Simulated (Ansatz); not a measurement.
The cluster K₅H₆⁻, relaxed as a singlet with RKS PBE-D4/def2-SVPD in Ansatz, starting from the GFN1-xTB geometry. Force threshold 0.02 eV/Å.

Another isomer (singlet) lies 0.53 eV lower at PBE0-D4/def2-TZVPD; other spin states weren't run for this one.

Start:

```csv
atom,x (Å),y (Å),z (Å)
K1,-0.9463,-1.5837,-3.8400
K2,1.5195,1.2523,1.5915
K3,1.7068,0.1430,-1.9418
K4,-1.1679,0.8893,4.0689
K5,-1.1290,-0.5736,0.1084
H6,1.2533,-0.7529,-4.0783
H7,-2.0451,-1.6097,-1.8048
H8,0.2531,1.7272,-0.5662
H9,-2.0397,-0.3100,2.2803
H10,1.0034,1.7830,3.8454
H11,1.5920,-0.9651,0.3365
```

**Question.** Estimate the energy that the relaxation releases and the steps that it takes.

**Answer.** 34.4 kJ/mol, in 15 steps; 49 s on 4 threads of Arm Neoverse V1 on a shared host. The force fell under the threshold at step 6, but the optimiser went on and released 0.020 eV more. No frequencies were taken in this run, so the end may be a saddle point.

**Question.** Does the start keep its bonding?

**Answer.** By distances, no bond broke or formed, bridged metal pairs apart. The bond that changes most is K2–H10, from 2.37 to 2.71 Å (atoms count from 1). Metal–metal contacts that move far: K4–K5 4.22 to 4.97 Å.

**Question.** Predict the relaxed structure.

**Answer.** 
| atom | x (Å) | y (Å) | z (Å) |
| --- | --- | --- | --- |
| K1 | -0.852 | -1.793 | -4.101 |
| K2 | 1.105 | 1.128 | 1.734 |
| K3 | 1.870 | 0.245 | -2.015 |
| K4 | -1.119 | 0.957 | 4.647 |
| K5 | -1.301 | -0.633 | -0.058 |
| H6 | 1.392 | -0.779 | -4.362 |
| H7 | -2.330 | -1.837 | -2.151 |
| H8 | 0.222 | 1.787 | -0.708 |
| H9 | -1.658 | 0.030 | 2.466 |
| H10 | 1.096 | 1.941 | 4.316 |
| H11 | 1.574 | -1.045 | 0.233 |
Bond lengths (bridged metal pairs left out): 2 × K–K 3.48 to 3.83 Å; 12 × H–K 2.43 to 2.71 Å.
